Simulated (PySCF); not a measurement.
Compound: SbH3.
Cartesian coordinates in Å at the PBE0-D3(BJ)/def2-SVP level; atoms count from 1:
```
atom  x, y, z in Å
Sb1    0.0159   -0.0234    0.6177
H2    -0.4913    1.3294   -0.3081
H3    -0.8970   -1.0865   -0.3723
H4     1.3992   -0.2290   -0.3762
```

Theory: PySCF 2.14.0, PBE0-D3(BJ)/def2-SVP geometry optimisation, gas phase, def2 core potentials past Kr.

Problem. Which atoms are bound to Sb1, and at what distances?

Solution. 3 atoms: H3 1.716 Å, H4 1.716 Å, H2 1.716 Å.

Problem. What is the shape at Sb1?

Solution. Pyramidal: angles 91.2°, 91.2° and 91.1°, sum 273.5°, 0.97 Å off the plane of its three neighbours.

Problem. What are the rotational constants (commonest isotopes, rigid rotor)?

Solution. A = 87076, B = 87050, C = 83480 MHz: an oblate symmetric top.

Point group: C3v (every atom within 0.08 Å of its image). Charge 0, singlet. PBE0-D3(BJ)/def2-SVP frequencies: not computed here.

Time: 2.5 s wall; peak memory 0.26 GiB. Hardware: an Arm Neoverse V2 with one thread (shared host). That covers the optimisation of the geometry.
